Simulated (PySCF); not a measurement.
SiH(NHEt)3, C6H19N3Si.
SMILES: `CCN[SiH](NCC)NCC`

The closed-shell ground state was solved at several levels (PySCF, density fitting, gas phase, non-relativistic). One conformer (not necessarily the lowest) at the PBE0-D3(BJ)/def2-SVP geometry, without solvent, vibrations or thermal averaging.

```
              level  basis functions  total energy (Eh)  HOMO (eV)  LUMO (eV)  gap (eV)  dipole (D)
CAM-B3LYP/def2-SVPD              356          -693.3335      -7.59       1.39      8.98        0.52
     B3LYP/pcSseg-1              272          -693.8789      -5.90       1.19      7.09        0.70
```

Question: What might PBE0/pcSseg-1 (272 basis functions) give for the same quantities?

Answer: Total energy -693.2339 Eh, HOMO -6.13 eV, LUMO 1.48 eV, gap 7.61 eV, dipole 0.66 D.

Question: Over all these levels, which gives the widest orbital gap and which the narrowest?

Answer: CAM-B3LYP/def2-SVPD (range-separated hybrid) has the widest, 8.98 eV, and B3LYP/pcSseg-1 (global hybrid, 20 % exact exchange) the narrowest, 7.09 eV. Functional and basis both differ between the two, so the spread mixes both effects.

Question: How far do the dipole and the HOMO energy spread over the levels?

Answer: The dipole runs from 0.52 to 0.70 D (mean 0.63 D) and the HOMO from -7.59 to -5.90 eV.
